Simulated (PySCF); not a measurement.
## Two-component Hartree-Fock for In⁴⁺ (indium, charge +4)

Start: [Kr] 4d9; 4d3/2 filled at m_j = -1/2, +1/2, +3/2; 4d5/2 filled at m_j = -5/2, -3/2, -1/2, +1/2, +3/2, +5/2. Calculated with PySCF 2.14 in x2c-SVPall-2c (6s8p4d, 50 functions): generalised Hartree-Fock with the X2C-1e Hamiltonian and a Gaussian nucleus; one run each with spin-orbit coupling (SO) screened by Boettger's factors, then bare. This is a chosen level, not necessarily the ground level.

```tsv
spinor shell	electrons	ε, screened SO (eV)	ε, bare SO (eV)	weight of nominal j (bare SO)	rms radius, bare SO (bohr)
1s1/2	2	-28130.2	-28129.9	1.000	0.0341
2s1/2	2	-4348.2	-4348.1	1.000	0.139
2p1/2	2	-4049.3	-4056.0	1.000	0.120
3s1/2	2	-907.56	-907.55	1.000	0.371
3p1/2	2	-785.17	-786.41	1.000	0.364
3p3/2	4	-745.39	-744.87	1.000	0.376
3d3/2	4	-530.12	-531.34	1.000	0.350
3d5/2	6	-522.68	-521.87	1.000	0.353
4s1/2	2	-194.89	-194.89	1.000	0.903
4p1/2	2	-151.15	-151.37	0.978	0.959
4p3/2	4	-145.59	-145.50	0.989	0.982
4d3/2	3	-76.699	-76.810	0.887	1.23
4d5/2	6	-75.807	-75.731	0.944	1.23
```

Question: Where does 2p3/2 lie, and what is the 2p spin-orbit splitting (bare SO)?

Answer: At -3833.3 eV, 222.73 eV above 2p1/2.

```
   quantity  screened SO      bare SO
E (hartree)  -5874.39484  -5874.50605
        M_J          3/2          3/2
       ⟨J²⟩        3.750        3.750
       ⟨L²⟩        6.014        6.016
       ⟨S²⟩        0.764        0.765
```

Each row is a mean over spinors that exchange with the open shell spreads, by up to 4.902 eV (4p1/2).

Rows whose weight is well below 1 are mixtures of j = l ± 1/2: exchange outweighs spin-orbit coupling there, and the label is only the starting occupation.

Breit and QED terms are absent; they matter most for the inner s and p1/2 levels.

Densities and radii are taken from the X2C orbitals without a picture-change correction, which distorts them close to the nucleus.
